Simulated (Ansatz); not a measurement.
System: CH3AlF2O (charge 0, singlet). 
Coordinates optimised at B3LYP-D3(BJ)/def2-TZVP (Ansatz, an electronic-structure program):
```
O
C 1 1.4123
H 2 1.0922 1 109.47
H 2 1.0922 3 108.41 1 -119.35
H 2 1.0937 3 108.60 4 -117.82
Al 1 1.6644 2 136.93 3 120.65
F 6 1.6395 1 119.68 2 180.00
F 6 1.6442 7 118.20 1 180.00
```
Charge 0, spin multiplicity 1.

Total electronic energies in hartree. Correlated levels leave the core frozen unless marked. No spin-orbit coupling. No relativistic terms. CBS(X,Y): correlation extrapolated as X^-3; Hartree-Fock from the larger set. [CCSD(T)-MP2]/basis is that difference in the basis named.

| level | program | energy (Eh) |
|---|---|---|
| HF/aug-cc-pV(D+d)Z | Ansatz | -555.52679 |
| HF/aug-cc-pV(T+d)Z | Ansatz | -555.62240 |
| SVWN5/def2-TZVPD | Ansatz | -554.38231 |
| PBE-D3(BJ)/def2-TZVPD | Ansatz + dftd3 | (withheld) |
| PBE0-D4/def2-TZVP | Ansatz + dftd4 | -557.16344 |
| BHLYP-D4/def2-TZVPD | Ansatz + dftd4 | -557.47932 |
| BHLYP/def2-TZVPD | Ansatz | -557.47361 |
| HSE06-D3(BJ)/def2-TZVPD | Ansatz + dftd3 | -557.14522 |
| CAM-B3LYP-D4/def2-TZVPD | Ansatz + dftd4 | -557.52687 |
| B2PLYP/def2-TZVPD | Ansatz | -557.30262 |
| MP2/CBS(cc-pV(T+d)Z,cc-pV(Q+d)Z) | Ansatz | -556.7809 |
| RI-MP2/cc-pV(T+d)Z | Ansatz | -556.60354 |
| CCSD(T)/6-31G* | Ansatz | -556.19453 |
| RI-MP2/CBS(aug-cc-pV(T+d)Z,aug-cc-pV(Q+d)Z)+[CCSD(T)-MP2]/aug-cc-pV(Q+d)Z | Ansatz | -556.8248 |
| CCSD(T)/CBS(aug-cc-pV(T+d)Z,aug-cc-pV(Q+d)Z) | Ansatz | -556.8217 |

Some entries are withheld; supply them.


- PBE-D3(BJ)/def2-TZVPD, energy (Eh): -557.13937
